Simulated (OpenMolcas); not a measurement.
Rh3+ among 6 point charges of -1.7 e arranged as a tetragonal octahedron (D4h). The axial distance is 0.97 times the equatorial one, R.

* Program: OpenMolcas
* Method: CASSCF
* Basis: ANO-RCC-VTZP [7s6p4d2f1g]
* Scalar Hamiltonian: DKH2, point nucleus
* Active space: 6 electrons in 5 orbitals (4d)
* State averaging: 2S+1 = 5 even, 5 roots; 2S+1 = 3 even, 45 roots; 2S+1 = 1 even, 50 roots
* Spin-orbit coupling: RASSI with atomic mean-field integrals over the reference wave functions

All point charges move together. At R = 1.82 Å the first state of the same spin is 1123 cm-1, and at R = 1.94 Å it is 986.2 cm-1.

Question: A third run gives 1227 cm-1. What distance was it run at?

Answer: With a power law R^-n the two known points give n = -ln(986.2 / 1123) / ln(1.94 / 1.82) = 2.03. Then R = 1.82 × (1123 / 1227)^(1/2.03) = 1.742 Å. The run was at 1.73 Å, so the estimate is off by +0.012 Å.

Without dynamic correlation the repulsion within the d shell is too large (B by tens of per cent), so at a given field states of lower spin stand too high. This shell can be high or low spin here, a state of another spin lies low, and with metal d orbitals alone active their balance is uncertain, so the ground spin may be wrong. Point charges give a weaker field than real ligands, and real ions of this kind are as a rule low spin; the high spin found here belongs to the model. Spin-orbit coupling mixes the spin-free states strongly: the lowest level takes only 66 % from its leading state, 5B2 (holds for R = 1.94). Point charges carry no covalency, so the field is a model and not that of real ligands. No measured value stands beside these numbers.
